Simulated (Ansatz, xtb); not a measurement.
# Cl4MoO: which of two structures lies lower

Structure I is `[O]=[Mo]([Cl])([Cl])([Cl])[Cl]`, a singlet and structure II is a triplet given by its coordinates. Both are isolated molecules in the gas phase, relaxed with PBE0-D4/def2-SVP.

I (Å):

```yaml
atoms:
  - { symbol: Cl, position_ang: [0.3410, -1.1187, 1.9453] }
  - { symbol: Cl, position_ang: [-0.2148, -2.0344, -1.0122] }
  - { symbol: Cl, position_ang: [-1.1767, 0.8729, -1.7315] }
  - { symbol: Cl, position_ang: [-0.6209, 1.7886, 1.2260] }
  - { symbol: Mo, position_ang: [0.0928, 0.0120, -0.0308] }
  - { symbol: O, position_ang: [1.6206, 0.4155, -0.4429] }
```

II (Å):

```csv
atom,x (Å),y (Å),z (Å)
Cl,0.3756,-1.0916,2.0318
Cl,-0.2088,-2.0634,-1.1043
Cl,-1.3048,1.0592,-1.4964
Cl,-0.8434,1.8271,0.9829
Mo,0.2509,-0.1061,-0.0234
O,1.7725,0.3107,-0.4367
```

Close contacts (Å): Cl1–Mo5 2.28, Cl2–Mo5 2.28, Cl3–Cl4 2.64, Cl3–Mo5 2.44, Cl4–Mo5 2.44, Mo5–O6 1.63.

Question: Which of the two would you expect CCSD(T)/def2-SVP electronic energies to favour?

Answer: Structure I; the calculation gives E(II) − E(I) = +23.9 kcal/mol.

Level by level:

| level | geometry | E(II) − E(I) (kcal/mol) | departure from the last row (kcal/mol) | job, with rough time for the two |
| --- | --- | --- | --- | --- |
| PBE0-D4/def2-SVP | PBE0-D4/def2-SVP | +23.8 | −0.1 | optimisation, 4.3 min |
| HF/def2-SVP | PBE0-D4/def2-SVP | −10.3 | −34.2 | part of the CCSD(T) run |
| MP2/def2-SVP | PBE0-D4/def2-SVP | +42.7 | +18.8 | part of the CCSD(T) run |
| CCSD(T)/def2-SVP | PBE0-D4/def2-SVP | +23.9 |  | single point, 2.4 min |

HF/def2-SVP puts the two in the other order. The largest departure from CCSD(T)/def2-SVP is that of HF/def2-SVP, 34.2 kcal/mol. Levels run at GFN2-xTB geometries aren't shown.

With thermal terms from frequencies at re-optimised GFN2-xTB minima (ideal gas, soft modes damped towards free rotors, one conformer each, 298.15 K, 1 atm): on the last row, ΔE + ΔZPE = +23.2, ΔH = +23.8, ΔG = +21.5 kcal/mol.

The T1 diagnostic of structure I is large, so the coupled-cluster value is less sure. Open shells are spin-unrestricted. The correlated steps freeze 21 core orbitals. Atoms past krypton carry core potentials in the def2 sets and no spin–orbit term is included. ΔG holds the spin degeneracy. Programs: Ansatz 0.2.0, xtb 6.7.1; the last row on 2 threads of Arm Neoverse V2 on a shared host.
